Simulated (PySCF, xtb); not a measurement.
C₂H₇NSi₂, SMILES [SiH2]1C=C[Si@H]1N. The values are those of a single conformer.

Harmonic wavenumbers (cm⁻¹) from xtb 6.7.1 with GFN2-xTB at its own minimum, in rising order: 126, 142, 200, 274, 371, 405, 458, 494, 507, 521, 614, 650, 710, 729, 738, 815, 827, 892, 936, 1077, 1263, 1527, 1560, 2154, 2179, 2183, 3009, 3033, 3464, 3501.

Problem. What does PBE-D3(BJ)/def2-SVP (PySCF) give at its own minimum? (Estimate from the structure and the level; the computed values follow.)

Solution. 115, 147, 243, 277, 337, 399, 423, 481, 571, 620, 649, 684, 712, 737, 780, 844, 890, 920, 985, 1016, 1224, 1485, 1501, 2126, 2133, 2146, 3041, 3066, 3497, 3598. Paired by order, the mean absolute difference is 37 cm⁻¹ and the zero-point energies are 50.5 and 51.0 kcal/mol.
